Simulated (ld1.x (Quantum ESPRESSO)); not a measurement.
# What one change does to a pseudopotential (Tc, TM semilocal)

ld1.x (Quantum ESPRESSO) 7.5 input, shortened:

```
&input
   title='Tc', zed=43., rel=1, dft='PBE', iswitch=3,
   config='[Kr] 4d5 5s0.5 5p0'
 /
 &inputp
   pseudotype=1, tm=.true., lloc=0,
   nlcc=.true., new_core_ps=.true., rcore=1.60
 /
3
5P  2  1   0.00   0.00  2.70  2.70  0.0
4D  3  2   5.00   0.00  2.05  2.05  0.0
5S  1  0   0.50   0.00  2.80  2.80  0.0
 &test
   configts(1)='4d5 5s0.5 5p0'
 /
```

Change: functional Wu–Cohen.

Cutoffs: the cutoffs (Ry, on a coarse ladder) from which the occupation-weighted sum of valence levels, in a spherical-Bessel basis at the reference potential, stays within 10 and 1 mRy of its value at 400 Ry; they do not see the model core or the augmentation charge, which bear on the density cutoff. Errors are all-electron minus pseudo energies relative to the spin-unpolarised reference configuration.

**Question.** Predict the effect on cutoff, ghosts and configuration errors.

**Answer.** The potential gets neither clearly harder nor softer (40 Ry and 50 Ry → 40 Ry and 50 Ry); of the 7 tests that both files solve, the error grows in 3 and shrinks in 0 by more than 15 % and 0.3 meV (median size 12.5 → 12.9 meV); neither file shows a bound ghost. A semilocal file is local in each channel, so a ghost entry of none says nothing of the separable form that plane-wave codes build from it.

```csv
quantity,base,changed
"cutoff, loose",40 Ry,40 Ry
"cutoff, tight",50 Ry,50 Ry
bound ghosts,none,none
"error for 4d5 5s2 5p0, meV [ΔE -14.70 → -14.76 eV]",-13,-13
"error for 4d5 5s1 5p0, meV [ΔE -6.55 → -6.55 eV]",-1.5,-1.8
"error for 4d5 5s0 5p0, meV [ΔE 8.30 → 8.27 eV]",-5.0,-6.0
"error for 4d4 5s2 5p1, meV [ΔE -8.09 → -8.15 eV]",-215,-217
"error for 4d6 5s1 5p0, meV [ΔE -15.64 → -15.67 eV]",-36,-32
"error for 4d5 5s0 5p1, meV [ΔE -1.97 → -1.88 eV]",-1.0,-1.5
"error for 4d4 5s0 5p0, meV [ΔE 37.01 → 36.97 eV]",-144,-147
s: phases at 3.06 bohr within 0.05 rad from the reference energy up to (Ry; the scan ends near 5),1.2,1.2
p: phases at 3.06 bohr within 0.05 rad from the reference energy up to (Ry; the scan ends near 5),1.2,1.2
d: phases at 3.06 bohr within 0.05 rad from the reference energy up to (Ry; the scan ends near 5),0.6,0.6
```
